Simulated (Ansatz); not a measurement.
(1) Predict a relaxed structure of (BeO)4 ring (Be4O4), charge 0, singlet, at PBE-D4/def2-SVP (Ansatz).

## Answers

(1) 
Cartesian coordinates in Å:
```
Be 0.460 -1.490 0.694
O -0.944 -1.428 1.075
Be -1.587 -0.216 0.589
O -1.714 1.067 -0.088
Be -0.460 1.490 -0.694
O 0.944 1.428 -1.074
Be 1.587 0.216 -0.589
O 1.714 -1.067 0.087
```
Point group D4h (tolerance 0.1 Å). This is one stationary point.
